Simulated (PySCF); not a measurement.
C3H4F2O2, SMILES C1OC(F)(F)CO1. Coordinates come from a PBE0-D3(BJ)/def2-SVP optimisation. The values are those of a single conformer.

These are PBE0-D3(BJ)/def2-SVP (PySCF) values and carry that method's errors.

Harmonic wavenumbers (cm⁻¹): 81, 242, 349, 442, 524, 538, 699, 762, 870, 967, 1034, 1099, 1148, 1175, 1199, 1228, 1257, 1281, 1309, 1395, 1447, 1478, 1530, 3003, 3044, 3161, 3182. Rotational constants (GHz): 4.770, 2.448, 2.327; symmetry number 1.

Q: Work out the zero-point energy and the ideal-gas rigid-rotor harmonic-oscillator thermochemistry at 298.15 K and 1 atm.

A: ZPE = ½ Σ hcν = ½ × 34443 cm⁻¹ = 206.02 kJ/mol. H − E(el) = 223.29 kJ/mol. Entropy in J/(mol K): translation 167.38, rotation 112.43, vibration 42.27, total 322.08. G − E(el) = 127.26 kJ/mol. Cp = 91.24 J/(mol K). Modes under 150 cm⁻¹ make the vibrational entropy uncertain.
